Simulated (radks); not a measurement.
The potassium ion K12+, 7 electrons, occupied as [He] 2s2 2p3.

All-electron calculation, Dirac Kohn-Sham, PBEsol, spin-unpolarised, spherical densities, finite nucleus; open shells fill j = l - 1/2 first; Fermi nuclear charge, rms radius 3.4349 fm. Program: a radial shooting solver on a logarithmic mesh with Libxc functionals.

Energy parts (Ry):
total: -1020.04331
kinetic: 1029.03323
electron-nucleus: -2197.24743
Hartree: 189.92400
exchange-correlation: -41.75312

Orbitals (lengths in bohr, moments of r in powers of bohr):
orbital,occ.,eigenvalue (Ry),<r>,<r^4>,small-component weight
1s1/2,2,-293.1532,0.08085,0.0001979,4.61e-03
2s1/2,2,-53.82127,0.3603,0.03950,8.85e-04
2p1/2,2,-49.65439,0.3149,0.02866,8.62e-04
2p3/2,1,-49.39187,0.3169,0.02925,8.57e-04
3s1/2,0,-20.56779,0.8933,1.197,3.15e-04
3p1/2,0,-19.30374,0.8716,1.155,3.03e-04
3p3/2,0,-19.24179,0.8746,1.169,3.02e-04

The highest occupied level is 2p3/2 at -672.01 eV. The electron density at the nucleus is 5216 e/bohr^3.
